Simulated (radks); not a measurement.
Question: These are the eigenvalues of the occupied orbitals of an atom or ion with whole-number occupations (eV). Method: scalar-relativistic Kohn-Sham, PBE, spin-polarised, spherical densities, point nucleus; computed with a radial shooting solver on a logarithmic mesh with Libxc functionals.

| orbital | eigenvalue |
|---|---|
| 1s up | -72127.58 |
| 1s down | -72127.58 |
| 2s up | -12881.08 |
| 2s down | -12880.02 |
| 2p up | -11298.22 |
| 2p down | -11297.36 |
| 3s up | -3326.082 |
| 3s down | -3323.308 |
| 3p up | -2859.316 |
| 3p down | -2856.471 |
| 3d up | -2331.324 |
| 3d down | -2328.742 |
| 4s up | -1034.579 |
| 4s down | -1028.654 |
| 4p up | -878.6326 |
| 4p down | -872.8634 |
| 4d up | -683.3988 |
| 4d down | -677.6583 |
| 4f up | -464.6894 |
| 4f down | -458.9127 |
| 5d up | -324.9965 |

Which element is it, and in what charge state? The configuration may be excited. Open shells, if any, are filled with parallel spins first.

Answer: Z = 75, rhenium, charge +18: Re18+ in [Kr] 4d9 4f11 5d1. The list shows which subshells hold electrons but not how many an open one holds; the 1s level, -2650.6 hartree, gives Z - s = 72.8 by -(Z - s)^2/2, which with screening and relativity narrows Z to a few neighbours, and the depths of the outer levels then fix element, charge and occupations together.
